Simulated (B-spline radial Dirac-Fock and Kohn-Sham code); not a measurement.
## Atomic hydrogen: differential elastic cross section for electrons at 300 eV

Model: relativistic (Dirac) partial waves in the static field of the Dirac-Fock atom with Furness-McCarthy exchange, without polarisation or absorption potentials. Program: a B-spline atomic structure program.

```
θ (°)  dσ/dΩ (a₀²/sr)
    0            1.10
    1            1.09
    2            1.08
    3            1.05
    5           0.970
    7           0.866
   10           0.691
   15           0.429
   20           0.250
   25           0.145
   30          0.0865
   40          0.0344
   50          0.0160
   60         0.00851
   70         0.00501
   80         0.00322
   90         0.00221
  100         0.00161
  110         0.00124
  120        0.000992
  130        0.000828
  140        0.000717
  150        0.000642
  160        0.000595
  170        0.000568
  180        0.000559
```

Q: What integrated cross sections go with this distribution?

A: The total elastic cross section is 0.354 a₀², the first transport cross section 0.0457 a₀² and the second, weighted with (3/2) sin²θ, 0.0980 a₀². The mean deflection is ⟨1 − cos θ⟩ = 0.129, and 2.0 % of the collisions scatter beyond 90°.

Values without a named source are computed, but for edge energies of neutral atoms, which are taken from tables.
